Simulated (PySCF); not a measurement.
**Worked example: chemical shift, span and skew from a shielding tensor**

C3H4BF3, SMILES C/C(=C/F)B(F)F. Atoms are numbered in the order given.

```xyz
11

C      2.0216    -0.5499     0.2643
C      0.6817     0.1199     0.0574
C      0.6175     1.4485    -0.0882
F     -0.5185     2.1140    -0.2753
B     -0.6019    -0.7608     0.0180
F     -0.4919    -2.0788     0.1599
F     -1.8244    -0.2820    -0.1490
H      2.0432    -1.1010     1.2180
H      2.8480     0.1778     0.2728
H      2.2220    -1.2838    -0.5324
H      1.4844     2.1217    -0.0697
```

Geometry: ωB97X-D3(BJ)/def2-SVP. The structure was generated by enumeration; whether it is a known compound was not checked. Other conformers were not sampled.

GIAO shieldings from PySCF with PBE/pcSseg-1, non-relativistic, no solvent. The symmetric part of the tensor of C1 has the principal values 152.9, 159.0, 181.0 ppm. The same nucleus in TMS has σ = 182.0 ppm at this level (PySCF, at its B3LYP-D3(BJ)/def2-TZVP geometry).

**Question.** Work out the isotropic shielding, the ¹³C shift against TMS, the span and the skew.

**Answer.** 
σ(iso) = (σ11 + σ22 + σ33)/3 = 164.3 ppm. δ = σ(ref) − σ(iso) = 182.0 − (164.3) = 17.7 ppm.
Span Ω = σ33 − σ11 = 28.1 ppm. Skew κ = 3(σ(iso) − σ22)/Ω = 0.57. Tumbling in solution averages the tensor to δ; in a static solid the shielding alone would spread this spin-1/2 line over Ω.
